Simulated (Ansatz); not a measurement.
Input for Ansatz (a program for electronic structure): R-CCSD(T)/aug-cc-pV(T+d)Z on HCl (SMILES Cl). Files ending in .json are basis or fitting sets from the Basis Set Exchange.

Ansatz 0.2 input:
```yaml
crystal:
  periodic: [false, false, false]
  atoms:
    - {symbol: Cl, position_ang: [0.97051337, 1.14427676, 0.16513436]}
    - {symbol: H, position_ang: [0.76777779, 0.40121633, 1.31594875]}
basis:
  gaussian:
    orbitals: aug-cc-pV_T+d_Z.json
magnetization: {spin_polarized: false}
correlation: {method: ccsd_t, electrons: outside_noble_gas}
scf: {lower_state_search: off}
```

The head of its log:

```
WARN ansatz: RAYON_NUM_THREADS=1 ignored (pool sized by the plan → 1); use --threads N
Functional definition: HF
these checks for a lower state are left out or cut short: stability, starts, cluster_reference, orbital_swaps, neighbouring_geometries, increment
integrals: 0.05 GiB planned
445 factors; integrals over basis functions are off by at most 2.0e-3 eV
mean field: 0.10 GiB planned
mean field evaluation 1: about -12519.5263 eV, gradient 1.1e1 eV
mean field evaluation 2: about -12519.5267 eV, gradient 1.1e1 eV
mean field evaluation 4: about -12519.9790 eV, gradient 1.2e0 eV
mean field evaluation 8: about -12519.9883 eV, gradient 2.7e-5 eV
mean field -12519.98832365 eV, -460.1010845414 hartree, gradient 1.9e-6 eV, S^2 0.000000; 0 other end points of the search recorded, 0 dependent functions left out
5 core orbitals not correlated
reference -12519.98832365 eV, -460.1010845414 hartree; 4, 4 occupied and 69, 69 virtual orbitals, 445 factors
```

**Question.** Predict the final total energy.

**Answer.** -460.3400 hartree (reference determinant -460.1011, T1 diagnostic 0.007).
